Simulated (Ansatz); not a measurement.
Reaction (ligand exchange at a B–N bond): `BN(B)CC` + `N=CF` → `BN=CF` + `BNCC`

Program: Ansatz. Geometries: PBE0-D4/def2-TZVP. ΔE: electronic, gas phase. CCSD(T)/CBS adds triple-zeta CCSD(T) − MP2 to the extrapolated MP2 energy (def2 sets, frozen cores). This one scheme is used for every species. Functionals use def2-TZVPP. One conformer a species, not always the lowest.

Is it downhill or uphill in electronic energy at CCSD(T)/CBS, and by how much? (Best estimate.)

Ansatz gave: Downhill: ΔE = -8.9 kJ/mol.

What do these levels give: PBE0-D4, r2SCANh-D4, r2SCAN, MP2/def2-TZVPP, HF/def2-QZVPP, HF/CBS(def2)? (Best estimate.)

The calculation gave: PBE0-D4 -23.7, r2SCANh-D4 -24.0, r2SCAN -27.7, MP2/def2-TZVPP -7.5, HF/def2-QZVPP -3.2, HF/CBS(def2) -3.1 kJ/mol.

Largest T1 diagnostic among the species: 0.015.

From PBE to PBE0 (25 % exact exchange), in def2-TZVPP and without D4, ΔE moves by +10.2 kJ/mol. The D4 term adds +5.8 kJ/mol with B3LYP and +3.2 kJ/mol with PBE0; it sums over pairs of atoms, weighted by their polarisabilities, and B3LYP, whose exchange is more repulsive, gets the larger term.

B3LYP here is the variant with VWN-RPA as its local correlation; programs differ in this.
